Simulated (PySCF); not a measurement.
Start geometry of TMS (`C[Si](C)(C)C`) from GFN2-xTB (Å):
```
atom  x, y, z in Å
C1    -0.1937   -1.2574   -1.4229
Si2   -0.0011    0.0028   -0.0021
C3    -0.0677    1.7767   -0.7054
C4    -1.4181   -0.2408    1.2537
C5     1.6757   -0.2721    0.8691
H6    -1.1842   -1.2077   -1.8648
H7    -0.0432   -2.2740   -1.0723
H8     0.5271   -1.0741   -2.2143
H9     0.1863    2.5105    0.0534
H10   -1.0589    2.0200   -1.0758
H11    0.6281    1.9068   -1.5287
H12   -2.3900   -0.1141    0.7858
H13   -1.3932   -1.2354    1.6889
H14   -1.3519    0.4738    2.0686
H15    1.7056   -1.2343    1.3716
H16    2.4966   -0.2486    0.1589
H17    1.8688    0.4917    1.6166
```

Q: What comes out of this run: PySCF, PBE0-D3(BJ)/def2-SVP geometry optimisation, gas phase?

A: 
```
atom  x, y, z in Å
C1    -0.1807   -1.2405   -1.4085
Si2   -0.0008   -0.0003   -0.0012
C3    -0.0560    1.7497   -0.6973
C4    -1.4113   -0.2303    1.2271
C5     1.6448   -0.2750    0.8741
H6    -1.1352   -1.1007   -1.9410
H7    -0.1543   -2.2760   -1.0329
H8     0.6328   -1.1288   -2.1430
H9     0.0399    2.5000    0.1038
H10   -1.0064    1.9386   -1.2219
H11    0.7627    1.9185   -1.4151
H12   -2.3890   -0.0723    0.7443
H13   -1.4074   -1.2462    1.6535
H14   -1.3296    0.4845    2.0616
H15    1.7088   -1.2921    1.2927
H16    2.4907   -0.1433    0.1805
H17    1.7770    0.4383    1.7035
```

The energy falls by 0.085 eV over 8 energy and gradient evaluations, the largest force component goes from 0.0162 to 7.3e-05 Eh/bohr, and the atoms move by 0.097 Å rms after alignment. Among the bonds, C1–Si2, Si2–C3, Si2–C4 and Si2–C5 change most and about equally (-0.025 Å). Bonds longer at the end by more than 0.005 Å: 12 of 16; shorter: 4. The orientation of the end geometry is arbitrary; only internal coordinates are fixed.

The run used 134 basis functions and 42 SCF cycles in all.

No PBE0-D3(BJ)/def2-SVP frequencies stand behind this structure, so it isn't proved a minimum.
